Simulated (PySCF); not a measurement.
One of the candidates below gave these computed data.

All candidates are C7H9FO.

- Rotational structure: rotational constants A, B, C: 2.540, 1.274, 1.100 GHz [GFN2-xTB]
- 1H NMR: chemical shifts (computed TMS as zero) by class: 4.88 (1 H), 4.55 (1 H), 4.36 (1 H), 4.32 (1 H), 4.28 (1 H), 3.09 (1 H), 2.24 (1 H), 1.82 (1 H), 1.64 (1 H) ppm [GIAO PBE0/pcSseg-1]
- 13C NMR: chemical shifts (computed TMS as zero) by class: 92.5 (1 C), 91.3 (1 C), 90.5 (1 C), 76.9 (1 C), 72.8 (1 C), 38.2 (1 C), 32.9 (1 C) ppm [GIAO PBE0/pcSseg-1]
- NMR, other nuclei: isotropic shieldings of nuclei other than C and H, by class: 265 (1 O), 438 (1 F) ppm [GIAO PBE0/pcSseg-1]
- Dipole: 1.07 D [PBE0/pcSseg-1]

The electronic properties come from PySCF, for the isolated species, density fitting. Levels stand in brackets. Geometry: GFN2-xTB, one conformer, isolated molecule. Each NMR value is the plain mean over a class of atoms that symmetry, rotation or inversion makes alike.

**Question.** Which candidate is it?
A. `C=C/C(=C\CC)C(=O)F`
B. `CC1=C[C@@]12COC[C@@H]2F`
C. `C#C/C(CO)=C(\C)CF`
D. `C#C[C@@H]1CCO[C@H]1CF`
E. `C#C/C(=C/F)COCC`

**Answer.** D. It is `C#C[C@@H]1CCO[C@H]1CF`. Numbering: `[CH:1]#[C:2][C@@H:3]1[CH2:4][CH2:5][O:6][C@H:7]1[CH2:8][F:9]`. Its formula, C7H9FO, gives 3 degrees of unsaturation: 1 ring and 2 π bonds in the structure found. 7 carbons fall into 7 classes; from least to most shielded: alkyne carbon [C2] (92.5 ppm), ring sp3 carbon bound to oxygen [C7] (91.3 ppm), sp3 C–F carbon [C8] (90.5 ppm), terminal alkyne carbon [C1] (76.9 ppm), ring sp3 carbon bound to oxygen [C5] (72.8 ppm), ring CH2 carbon [C4] (38.2 ppm), propargylic carbon [C3] (32.9 ppm). Hydrogen classes from least to most shielded: 1 H on an sp3 C–F carbon, C8 (4.88 ppm), 1 H on an sp3 C–F carbon, C8 (4.55 ppm), 1 H on an sp3 carbon bound to oxygen, C5 (4.36 ppm), 1 H on an sp3 carbon bound to oxygen, C5 (4.32 ppm), 1 H on an sp3 carbon bound to oxygen, C7 (4.28 ppm), 1 H on a propargylic carbon, C3 (3.09 ppm), 1 H on a ring CH2 carbon, C4 (2.24 ppm), 1 H on a ring CH2 carbon, C4 (1.82 ppm), 1 H on a terminal alkyne carbon, C1 (1.64 ppm). The other shieldings belong to: 265 ppm, cyclic ether oxygen [O6]; 438 ppm, alkyl fluorine [F9]. The optimised geometry has point group C1 and is an asymmetric top.

The others, at the same levels:
- `C=C/C(=C\CC)C(=O)F` fails: its computed 13C shifts are 166.0 (1 C), 162.7 (1 C), 132.2 (1 C), 130.2 (1 C), 127.1 (1 C), 27.3 (1 C), 15.2 (1 C) ppm, 1H shifts are 7.56 (1 H), 7.28 (1 H), 6.80 (1 H), 5.88 (1 H), 2.53 (2 H), 1.16 (3 H) ppm and rotational constant A is 2.240 GHz (against 2.540 GHz).
- `C#C/C(=C/F)COCC` fails: its computed 13C shifts are 167.7 (1 C), 113.6 (1 C), 89.7 (1 C), 83.5 (1 C), 71.0 (1 C), 67.5 (1 C), 15.9 (1 C) ppm, 1H shifts are 7.31 (1 H), 4.20 (2 H), 3.92 (2 H), 2.59 (1 H), 1.21 (3 H) ppm and rotational constant A is 1.987 GHz (against 2.540 GHz).
- `CC1=C[C@@]12COC[C@@H]2F` fails: its computed 13C shifts are 131.0 (1 C), 106.1 (1 C), 98.0 (1 C), 78.7 (1 C), 75.4 (1 C), 37.4 (1 C), 11.0 (1 C) ppm, 1H shifts are 6.60 (1 H), 4.63 (1 H), 4.53 (1 H), 4.06 (1 H), 3.83 (1 H), 3.28 (1 H), 2.36 (3 H) ppm and rotational constant A is 2.413 GHz (against 2.540 GHz).
- `C#C/C(CO)=C(\C)CF` fails: its computed 13C shifts are 152.6 (1 C), 135.4 (1 C), 94.9 (1 C), 89.0 (1 C), 86.4 (1 C), 68.6 (1 C), 25.7 (1 C) ppm, 1H shifts are 5.31 (2 H), 4.56 (2 H), 3.21 (1 H), 2.28 (3 H), 1.21 (1 H) ppm and rotational constant A is 2.012 GHz (against 2.540 GHz).

Each candidate is one conformer, not necessarily the lowest. The conformers computed, where there is a choice (atom-mapped SMILES and torsion angles):
- `[CH2:1]=[CH:2]/[C:3](=[CH:4]\[CH2:5][CH3:6])[C:7](=[O:8])[F:9]`: C1–C2–C3–C4 179°, C3–C4–C5–C6 -117°, C2–C3–C7–O8 1°
- `[CH:1]#[C:2]/[C:3](=[CH:4]/[F:5])[CH2:6][O:7][CH2:8][CH3:9]`: C2–C3–C6–O7 -60°, C3–C6–O7–C8 166°, C6–O7–C8–C9 70°
- `[CH:1]#[C:2]/[C:3]([CH2:4][OH:5])=[C:6](\[CH3:7])[CH2:8][F:9]`: C2–C3–C4–O5 91°, C3–C6–C8–F9 56°, H–O5–C4–C3 64°

The conformers of `C#C[C@@H]1CCO[C@H]1CF` and `CC1=C[C@@]12COC[C@@H]2F` aren't listed.
